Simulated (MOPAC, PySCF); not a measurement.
HF3SSi, SMILES `F[Si](F)(S)F`, neutral singlet in the gas phase. 

Cartesian coordinates (Å):
SMILES: S[Si](F)(F)F
```xyz
6

F     -1.5536    -1.1011    -0.3492
Si    -0.4712    -0.0035    -0.0358
F     -0.6160     1.1586    -1.0899
F     -0.7985     0.6372     1.3660
S      1.4060    -0.9232    -0.0916
H      2.0332     0.2321     0.2004
```
Charge 0, multiplicity 1.

All levels are single points at this geometry (r2SCAN-D4/def2-TZVP); Pople sets use spherical d functions. Orbital energies aren't observables, and empty levels follow the basis.

PBE/6-31G* in PySCF gives dipole (D) = 1.33.

**Question.** Estimate the dipole (D) from each of these levels: r2SCAN-D4/def2-TZVP in PySCF; B3LYP/3-21G in PySCF; B3LYP/6-311+G** in PySCF; B3LYP/6-31G* in PySCF; B3LYP/LANL2DZ in PySCF; BP86/6-31G* in PySCF; M06-2X/6-31G* in PySCF; HF/3-21G in PySCF; HF/6-31G* in PySCF; AM1 in MOPAC; PM3 in MOPAC; PM7 in MOPAC.

**Answer.** 
| level | dipole (D) |
|---|---|
| r2SCAN-D4/def2-TZVP in PySCF | 1.53 |
| B3LYP/3-21G in PySCF | 1.53 |
| B3LYP/6-311+G** in PySCF | 1.78 |
| B3LYP/6-31G* in PySCF | 1.39 |
| B3LYP/LANL2DZ in PySCF | 2.14 |
| BP86/6-31G* in PySCF | 1.31 |
| M06-2X/6-31G* in PySCF | 1.39 |
| HF/3-21G in PySCF | 1.71 |
| HF/6-31G* in PySCF | 1.48 |
| AM1 in MOPAC | 1.98 |
| PM3 in MOPAC | 1.42 |
| PM7 in MOPAC | 2.25 |
